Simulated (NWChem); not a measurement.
System: CdHSBr; SMILES [SH][Cd][Br]

The following NWChem deck was run.

```
start job
memory heap 200 mb stack 900 mb global 1100 mb
geometry units angstroms noautoz
  Cd     0.352400     0.440431    -0.001799
  Br    -0.259880    -1.895616     0.000893
  S      0.965622     2.699807    -0.003704
  H     -0.317453     3.127139    -0.017238
end
basis spherical
  * library def2-svp
end
ecp
  Cd library def2-ecp
end
dft
  xc pbe0
  iterations 150
  vectors input atomic output neutral.movecs
end
task dft energy
charge 1
dft
  odft
  mult 2
  vectors input atomic output cation.movecs
end
task dft energy
```

Geometry: optimised at PBE0/def2-SVP. No frequency run checked for a minimum. def2 effective core potentials on Cd; no spin-orbit coupling.

Ions are spin-unrestricted doublets at the neutral geometry; other ion states weren't tried.

Q: What results follow from this input? (PBE0/def2-SVP with def2 effective core potentials on Cd, vertical spin-unrestricted ions.) Quantities: vertical ionisation energy, ΔSCF (eV); −ε(HOMO) (eV).

A: 
- vertical ionisation energy, ΔSCF (eV): 9.56
- −ε(HOMO) (eV): 7.39
